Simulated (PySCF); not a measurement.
C7H9O (doublet state).
Cartesian coordinates in Å at the GFN2-xTB level; atoms count from 1:
```xyz
17
C7H9O angstrom
C     -2.4576   -1.3290    0.7715
C     -1.4667   -0.5648    0.3245
C     -1.4863    0.1142   -1.0088
C     -0.2678   -0.3421    1.1490
C      0.7557    0.3714    0.8126
C      1.7199    1.2062    0.2548
C      2.7969    0.4853   -0.5393
O      1.7132    2.4288    0.4008
H     -2.4247   -1.8120    1.7334
H     -3.3445   -1.4960    0.1844
H     -2.4394   -0.0402   -1.5073
H     -1.3141    1.1825   -0.8870
H     -0.6901   -0.2785   -1.6409
H     -0.2859   -0.8413    2.1148
H      2.3524   -0.1985   -1.2589
H      3.4116    1.2183   -1.0546
H      3.4206   -0.0922    0.1411
```

The hyperfine couplings belong to this conformer and change with its torsions.

As a line formula: `O=C(/[C]=C\C(C)=C)C` [radical].

Computed, not measured: PySCF 2.14.0, UKS B3LYP, pcH-1 on C H O, non-relativistic, mean-field spin-orbit, GIAO. Geometry: GFN2-xTB, one conformer, isolated molecule. The geometry wasn't refined by DFT: couplings that depend on bond lengths, twists or pyramidal angles can differ widely from those at the functional's own minimum. The SCF solution wasn't tested for stability.

Principal values of hyperfine tensors in MHz (contact and dipolar terms together), for some of the nuclei:

| atom | isotope | A1 | A2 | A3 |
| --- | --- | --- | --- | --- |
| H14 | 1H | 134.69 | 136.18 | 147.22 |
| C2 | 13C | 56.23 | 60.93 | 72.52 |
| C4 | 13C | -56.31 | -39.64 | -34.43 |
| C6 | 13C | -50.54 | -34.55 | -27.30 |
| O8 | 17O | -125.67 | 27.97 | 29.56 |
| H10 | 1H | 5.70 | 6.16 | 8.61 |
| H17 | 1H | 1.33 | 2.67 | 9.13 |
| C1 | 13C | -10.76 | -1.85 | 0.54 |

Task: Give the isotropic coupling of each nucleus in MHz and in mT (g = 2.0048), and the anisotropic part.

Result: a_iso = (A1 + A2 + A3)/3, Ti = Ai − a_iso; 1 mT corresponds to 28.060 MHz.

| atom | a_iso (MHz) | a_iso (mT) | T1 | T2 | T3 |
| --- | --- | --- | --- | --- | --- |
| H14 | 139.36 | 4.967 | -4.67 | -3.18 | 7.85 |
| C2 | 63.23 | 2.253 | -7.00 | -2.29 | 9.29 |
| C4 | -43.46 | -1.549 | -12.85 | 3.82 | 9.03 |
| C6 | -37.46 | -1.335 | -13.08 | 2.91 | 10.16 |
| O8 | -22.71 | -0.809 | -102.96 | 50.68 | 52.27 |
| H10 | 6.82 | 0.243 | -1.12 | -0.66 | 1.78 |
| H17 | 4.38 | 0.156 | -3.05 | -1.70 | 4.75 |
| C1 | -4.03 | -0.143 | -6.74 | 2.17 | 4.57 |

Task: What spin density at the nucleus of C4 lies behind its contact coupling (g_N = 1.40482)?

Result: a_FC = 800.24 MHz bohr³ × g_N × ρ(0)/(2S). With a_FC = -43.46 MHz and 2S = 1, ρ(0) = -0.03866 bohr⁻³.

Task: C5 (13C, g_N = 1.40482) isn't in the table. Its spin density at the nucleus is 0.0659 bohr⁻³. What is its contact coupling?

Result: By the same relation, a_FC = 74.1 MHz. Its full tensor has the principal values 5.69, 23.99, 192.58 MHz.

Task: Which nucleus of the table has the largest anisotropic coupling, and what is its form?

Result: O8: -103.0, 50.7, 52.3 MHz, axial, in the ratio +1:+1:−2, the form that spin in one p orbital centred on that nucleus gives (the nuclear moment is negative).

Task: What first-order splitting does C4 cause when the field lies along A1, A2 or A3 of its tensor (g taken as isotropic, no quadrupole term)?

Result: 2 lines (I = 1/2), spaced by |A_i|/(g × 13.996): 2.01, 1.41, 1.23 mT along the axes of A1, A2 and A3.
